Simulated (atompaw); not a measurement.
# B (Z = 5): one change to a PAW (atompaw) potential, before and after

* Element: boron
* Generator: atompaw 4.2.0.5
* Type: PAW
* Functional: PBEsol
* Relativity: scalar-relativistic
* Frozen core: [He]
* Valence charge: 3
* Reference configuration: 2s2 2p0 (charge +1)
* Partial waves: 2s (bound): rc 1.40 bohr; 2s channel at 0.5 Ry: rc 2.25 bohr; 2p (bound, empty): rc 2.25 bohr; 2p channel at -0.4 Ry: rc 2.25 bohr
* Local potential: vpsmatchnc scheme with l = 2 at 1 Ry, radius 1.75 bohr
* Core correction: smooth core density matched at 1.60 bohr
* Augmentation charge: sinc compensation charge, radius 2.00 bohr; PAW radius 2.25 bohr; waves and projectors: custom polynom gramschmidtortho

Change: all radii scaled by about 0.84 (s 1.18, p 1.88 bohr); local potential vpsmatchnc scheme with l = 2 at 1 Ry, radius 1.46 bohr; augmentation sinc compensation charge, radius 1.68 bohr; PAW radius 1.88 bohr; waves and projectors: custom polynom gramschmidtortho; core correction smooth core density matched at 1.34 bohr.

Cutoffs: the cutoffs (Ry, on a coarse ladder) from which the occupation-weighted sum of valence levels, in a spherical-Bessel basis at the reference potential, stays within 10 and 1 mRy of its value at 400 Ry; they do not see the model core or the augmentation charge, which bear on the density cutoff.

Task: What does the change do?

Result: The potential gets harder (18 Ry and 30 Ry → 25 Ry and 40 Ry); neither file shows a bound ghost. A smaller radius makes the pseudo-wave follow the all-electron one further in, where it bends more sharply, so more plane waves are needed.

```tsv
quantity	base	changed
cutoff, loose	18 Ry	25 Ry
cutoff, tight	30 Ry	40 Ry
bound ghosts	none	none
lowest overlap eigenvalue by channel	s 0.13, p 0.94	s 0.03, p 0.95
```

 The cutoffs see the waves, projectors and local potential, not the compensation charge or the core.
